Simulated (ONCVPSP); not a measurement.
Ce (Z = 58), ONCV: configuration errors across variants

- Element: Ce
- Generator: ONCVPSP 4.0.1
- Type: optimised norm-conserving Vanderbilt (ONCV)
- Functional: LDA (Perdew-Wang 92)
- Relativity: scalar-relativistic
- Frozen core: [Kr] 4d10
- Valence charge: 12
- Reference configuration: 4f1 5s2 5p6 5d1 6s1 (charge +1)
- Partial waves: 5s+6s: rc 2.60 bohr, ncon 3, nbas 6, qcut 4.5 1/bohr, 2 projectors; 5p: rc 2.75 bohr, ncon 3, nbas 8, qcut 5.7 1/bohr, 1 projector; 5d: rc 2.80 bohr, ncon 4, nbas 9, qcut 2.9 1/bohr, 2 projectors, debl 3.7 Ha; 4f: rc 0.90 bohr, ncon 4, nbas 8, qcut 12.3 1/bohr, 2 projectors, debl 3.7 Ha
- Local potential: polynomial inside 0.70 bohr (lpopt 5, dvloc0 0 Ha)
- Core correction: Teter function, fcfact 4.25, rcfact 1.3

All-electron excitation energies from the reference (eV): (1) 4f1 5s2 5p6 5d1 6s2 -6.265; (2) 4f1 5s2 5p6 5d1 6s0 11.341; (3) 4f1 5s2 5p6 5d0 6s0 30.675; (4) 4f0 5s2 5p6 5d1 6s2 6.442.

1 further variants failed, have other tests or too few solved ones, and are left out.

A true bound ghost makes a file unfit for plane-wave use even where its test errors are small: the radial tests pick states by their node count and pass the ghost by.

Errors AE − PS in meV (a dash: test not solved or not reliable):

```csv
change,(1),(2),(3),(4),bound ghosts,GHOST(+) flags above zero
base,+0.5,-3.6,+22,+302,"s, p, d",s
f: rc 0.8,+0.5,-3.6,+22,+278,"s, p, d",s
f: rc 1.04,+0.5,-3.6,+22,+348,"s, p, d",s
f: rc 1.2,+0.5,-3.7,+22,+411,"s, p, d",s
```

(1) Give the same row for: f: rc 1.26.

Results:

(1) +0.5, -3.7, +22, +441; bound ghosts: s, p, d; GHOST(+) flags above zero: s.
